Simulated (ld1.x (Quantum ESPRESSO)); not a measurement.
**arsenic: variants of one RRKJ potential**

Base potential:

| Property | Result |
| --- | --- |
| Element | arsenic (As) |
| Generator | ld1.x (Quantum ESPRESSO) 7.5 |
| Type | norm-conserving RRKJ (Kleinman–Bylander form) |
| Functional | PBEsol |
| Relativity | scalar-relativistic |
| Frozen core | [Ar] 3d10 |
| Valence charge | 5 |
| Reference configuration | 4s2 4p3 |
| Partial waves | 4s (bound): rc 1.80 bohr; 4p (bound): rc 1.80 bohr; 4d channel at -0.15 Ry: rc 1.90 bohr |
| Local potential | all-electron potential smoothed inside 1.50 bohr (lloc = -2) |
| Core correction | none |
| rho0 | 0.005 |

All-electron outer shells of the reference configuration (PBEsol, scalar-relativistic, ld1.x):

| shell | level (eV) | outermost node (bohr) | outermost maximum (bohr) |
| --- | --- | --- | --- |
| 3p | -133.47 | 0.22 | 0.52 |
| 3d | -40.64 | – | 0.47 |
| 4s | -14.50 | 0.73 | 1.61 |
| 4p | -5.20 | 0.78 | 1.97 |

Cutoffs, loose and tight: the cutoffs (Ry, on a coarse ladder) from which the occupation-weighted sum of valence levels, in a spherical-Bessel basis at the reference potential, stays within 10 and 1 mRy of its value at 400 Ry. They do not see the model core or the augmentation charge, which bear on the density cutoff. Test errors are all-electron minus pseudo excitation energies from the reference, over the configurations 4s2 4p2; 4s2 4p1; 4s2 4p0; 4s1 4p0; 4s2 4p2.5; 4s1 4p3; 4s2 4p3.3. A dash means not determined; rows that change the core or the reference have their own tests.

A true bound ghost makes a file unfit for plane-wave use even where its test errors are small: the radial tests pick states by their node count and pass the ghost by.

```tsv
change	outcome	cutoff, loose	cutoff, tight	bound ghosts	largest test error (meV)
base	generated	35 Ry	50 Ry	none	+85
all radii scaled by about 0.77 (s 1.40, p 1.40, d 1.46 bohr); local potential all-electron potential smoothed inside 1.16 bohr (lloc = -2)	failed: compute_chi: n is too large	–	–	–	–
all radii scaled by about 0.85 (s 1.54, p 1.54, d 1.62 bohr); local potential all-electron potential smoothed inside 1.28 bohr (lloc = -2)	generated	40 Ry	60 Ry	d	+57
all radii scaled by about 1.18 (s 2.12, p 2.12, d 2.24 bohr); local potential all-electron potential smoothed inside 1.76 bohr (lloc = -2)	generated	21 Ry	35 Ry	none	+91
```

Q: What comes out with this change to the base: all radii scaled by about 1.06 (s 1.90, p 1.90, d 2.02 bohr); local potential all-electron potential smoothed inside 1.60 bohr (lloc = -2)?

A: outcome: generated; cutoff, loose: 30 Ry; cutoff, tight: 45 Ry; bound ghosts: none; largest test error (meV): +95.

Q: What comes out with this change to the base: all radii scaled by about 1.25 (s 2.26, p 2.26, d 2.38 bohr); local potential all-electron potential smoothed inside 1.88 bohr (lloc = -2)?

A: outcome: generated; cutoff, loose: 21 Ry; cutoff, tight: 30 Ry; bound ghosts: none; largest test error (meV): +73.

Q: What comes out with this change to the base: all radii scaled by about 1.36 (s 2.44, p 2.44, d 2.58 bohr); local potential all-electron potential smoothed inside 2.04 bohr (lloc = -2)?

A: outcome: generated; cutoff, loose: 18 Ry; cutoff, tight: 21 Ry; bound ghosts: none; largest test error (meV): -56.

Reading the sweep of the scale of all radii (base = 1) (base included, trends over the rows without a ghost): The loose cutoff falls from 35 Ry at 1 to 18 Ry at 1.36. A larger radius leaves more room for a smooth pseudo-wave, so fewer plane waves are needed; a smaller one forces it to follow the all-electron wave where it bends sharply. The median size of the test errors (rows with all tests solved) is not monotonic: lowest 3.0 meV at 1.18, highest 5.6 meV at 1. Bound ghosts are found at 0.85. The generation fails at 0.77.
